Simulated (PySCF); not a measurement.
thienothiophene (C$_{6}$H$_{4}$S$_{2}$), singlet, at a GFN2-xTB geometry. Base run: DF-M06L/def2-SVP (PySCF).

PySCF was given this input:
```python
from pyscf import gto, scf, dft

mol = gto.Mole()
mol.atom = '''
    C     2.22003131   -0.07797162    0.44942758
    C     1.63481759    0.09787413   -0.76183178
    C     0.22889463    0.09082685   -0.64938130
    S    -1.09106418    0.25587010   -1.75177317
    C    -2.22003131    0.07797162   -0.44942758
    C    -1.63481759   -0.09787413    0.76183178
    C    -0.22889463   -0.09082685    0.64938130
    S     1.09106418   -0.25587010    1.75177317
    H     3.26754805   -0.11651960    0.67385468
    H     2.17150947    0.22543816   -1.68349378
    H    -3.26754805    0.11651960   -0.67385468
    H    -2.17150947   -0.22543816    1.68349378
'''
mol.basis = 'def2-svp'
mol.verbose = 4
mol.build()

mf = dft.RKS(mol)
mf.xc = 'm06l'
mf = mf.density_fit(auxbasis='def2-universal-jkfit')
mf.kernel()
```

The base run was repeated with changes; each row names its change, and settings that it needs were set with it.

| change | ΔE vs base (mEh) | grid points | electrons on the grid |
|---|---|---|---|
| base | 0.000 | 161704 | 72.00000 |
| small_rho_cutoff = 0 | 0.000 | 161704 | 72.00000 |
| grids.level = 2 | -0.078 | 112232 | 72.00000 |
| grids.radi_method = mura_knowles | 0.000 | 151768 | 72.00000 |
| grids.prune = dft.gen_grid.treutler_prune | 0.219 | 144304 | 72.00000 |
| grids.atom_grid = (150, 974) | -0.023 | 948960 | 72.00000 |
| grids.atom_grid = (99, 590) | -0.027 | 380544 | 72.00000 |
| grids.level = 1 | 2.569 | 53600 | 72.00004 |
| grids.level = 0 | 42.384 | 12248 | 71.97435 |
| grids.becke_scheme = stratmann | -0.002 | 161704 | 72.00000 |
| grids.atom_grid = (30, 110) | 27.009 | 29424 | 72.00047 |
